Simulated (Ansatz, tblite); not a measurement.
Removing and adding an electron: the cluster AlSe3 (the lowest doublet isomer of a short search). Charge 0, multiplicity 2. Geometry: PBE-D4/def2-SVP. Ansatz, gas phase; energy differences of separate SCF runs; the oxidised species is a triplet (the singlet lies 1.18 eV higher at PBE0-D4/def2-TZVP); the reduced species is a singlet (the triplet lies 1.91 eV higher at PBE0-D4/def2-TZVPD).

```xyz
4

Al   -0.2974   -0.2681   -0.2695
Se    1.4858   -0.1506    1.3067
Se   -1.9393   -1.4112   -1.1892
Se    0.7509    1.8299    0.1521
```

The xTB rows come from tblite. HOMO above LUMO, or a gap near zero within one spin, warns that the state may not be the lowest or that an electron is smeared out. The structure comes from a short search, and lower isomers may exist.

**Question.** Estimate orbital energies and vertical ionisation energies and electron affinities at: GFN1-xTB; GFN2-xTB; PBE-D4/def2-TZVP; PBE-D4/def2-TZVPD; r2SCAN-D4/def2-TZVP; r2SCAN-D4/def2-TZVPD; PBE0-D4/def2-TZVP; PBE0-D4/def2-TZVPD.

**Answer.** 
| level | −HOMO (eV) | vertical IE (eV) | −LUMO (eV) | vertical EA (eV) | HOMO–LUMO gap (eV) | IE − EA (eV) | remarks |
| --- | --- | --- | --- | --- | --- | --- | --- |
| GFN1-xTB | – | 13.34 | – | 7.14 | – | 6.20 | – |
| GFN2-xTB | – | 13.07 | – | 8.58 | – | 4.49 | – |
| PBE-D4/def2-TZVP | 5.69 | 8.15 | 5.66 | – | 0.03 | – | gap within one spin near zero (doublet) |
| PBE-D4/def2-TZVPD | 5.71 | – | 5.68 | 3.31 | 0.03 | – | gap within one spin near zero (doublet) |
| r2SCAN-D4/def2-TZVP | 5.84 | 8.15 | 5.78 | – | 0.06 | – | gap within one spin near zero (doublet) |
| r2SCAN-D4/def2-TZVPD | 5.85 | – | 5.79 | 3.49 | 0.06 | – | gap within one spin near zero (doublet) |
| PBE0-D4/def2-TZVP | 6.29 | 8.00 | 5.31 | – | 0.98 | – | – |
| PBE0-D4/def2-TZVPD | 6.30 | – | 5.32 | 3.66 | 0.98 | – | – |

   HOMO and LUMO are the levels of the spin that leaves or enters (xTB has no such levels and no spin-polarisation term). Other spin states of the ions may lie lower, which would lower the ionisation energy or raise the affinity. Raw xTB energy differences between charge states are shifted by several eV; the methods need an empirical correction for them.
